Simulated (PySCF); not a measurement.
Below is a simulated gas-phase Si 1s photoelectron spectrum of n-SiSiSiSiSiH12, Si5H12.

Every computed line was given a Gaussian of 0.6 eV full width at half maximum and an area set by the number of equivalent atoms; the highest printed point is 100. The calculation used PySCF, delta-SCF UKS SCAN, pcX-2 on the ionised atom, pcseg-1 elsewhere, spin-free X2C.

```tsv
binding energy (eV)	intensity
1844.9	0
1845.0	1
1845.1	2
1845.2	5
1845.3	12
1845.4	23
1845.5	40
1845.6	61
1845.7	81
1845.8	95
1845.9	100
1846.0	97
1846.1	87
1846.2	72
1846.3	55
1846.4	38
1846.5	23
1846.6	12
1846.7	6
1846.8	2
1846.9	1
1847.0	0
```

Question: How many maxima does the curve show, and how many computed lines lie under it?

Answer: The curve has 1 maximum (at 1845.9 eV). Under it lie 3 lines from 3 inequivalent silicon sites. At this width some lines have no maximum of their own.

Question: Decompose the envelope and assign each component. Bonds: Si1–Si2, Si2–Si3, Si3–Si4, Si4–Si5. Hydrogens: H6, H7, H8 on Si1; H9, H10 on Si2; H11, H12 on Si3; H13, H14 on Si4; H15, H16, H17 on Si5.

Answer: 
| position (eV) | relative area | line | atoms | environment |
| --- | --- | --- | --- | --- |
| 1845.77 | 1 | Si 1s | Si3 | silicon bonded to 2 Si and 2 H |
| 1845.81 | 2 | Si 1s | Si2/Si4 | silicon bonded to 2 Si and 2 H |
| 1846.16 | 2 | Si 1s | Si1/Si5 | silicon bonded to Si and 3 H |

Question: What are the centre and the root-mean-square width of the whole band?

Answer: The area-weighted mean of the lines is 1845.94 eV. Their own spread about it is 0.18 eV (rms) and each Gaussian has σ = 0.6/2.355 = 0.25 eV; the variances add, which gives 0.31 eV.

Lowest listed Si 1s: Si3, bonded to 2 H and 2 Si. Highest, 0.39 eV above it: Si1/Si5, bonded to 3 H and Si. The values 1845.77 and 1845.81 eV lie too close for their order to be trusted.

No satellites, vibrations or lifetime broadening are included. Atoms equivalent by their bonding share one computed value, that of the first of them. Isolated species at its PBE0-D3(BJ)/def2-SVP geometry (one conformer only).

On Intel Xeon at 2.70 GHz, one thread, shared host with 64 logical CPUs at a one-minute load of 64, this took 88 s of wall time and 0.77 GiB of memory at its peak.
